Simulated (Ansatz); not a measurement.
Gas-phase electronic energies from Ansatz, PBE0-D4/def2-TZVP geometries. CCSD(T)/CBS adds triple-zeta CCSD(T) − MP2 to the extrapolated MP2 energy (def2 sets, frozen cores). This one scheme is used for every species. DFT in def2-TZVPP. B3LYP here is the variant with VWN-RPA as its local correlation; programs differ in this. One conformer a species, not always the lowest.

Consider the substitution at a C–C bond: `C[C@H]1O[Si@H]1F` + `N[SiH](O)O` → `CO[SiH](N)O` + `F[SiH]1CO1`.

(1) Is it downhill or uphill in electronic energy at CCSD(T)/CBS, and by how much? (Best estimate.)

(2) What do these levels give: PBE-D4, r2SCAN-D4, PBE0-D4, ωB97X-V, ωB97M-V, PBE0, B3LYP, MP2/def2-TZVPP, SCS-MP2/def2-TZVPP, CCSD/def2-TZVPP, HF/CBS(def2), MP2/CBS(def2)? (An estimate is asked.)

Largest T1 diagnostic among the species: 0.013.

Results:

(1) The calculation gave: Uphill: ΔE = +0.75 eV.

(2) Ansatz gave: PBE-D4 0.74, r2SCAN-D4 0.73, PBE0-D4 0.73, ωB97X-V 0.68, ωB97M-V 0.71, PBE0 0.73, B3LYP 0.66, MP2/def2-TZVPP 0.79, SCS-MP2/def2-TZVPP 0.72, CCSD/def2-TZVPP 0.71, HF/CBS(def2) 0.58, MP2/CBS(def2) 0.82 eV.

In def2-TZVPP, CCSD(T) changes the Hartree–Fock value by +0.14 eV (the triples alone add +0.02 eV) and MP2 by +0.20 eV.
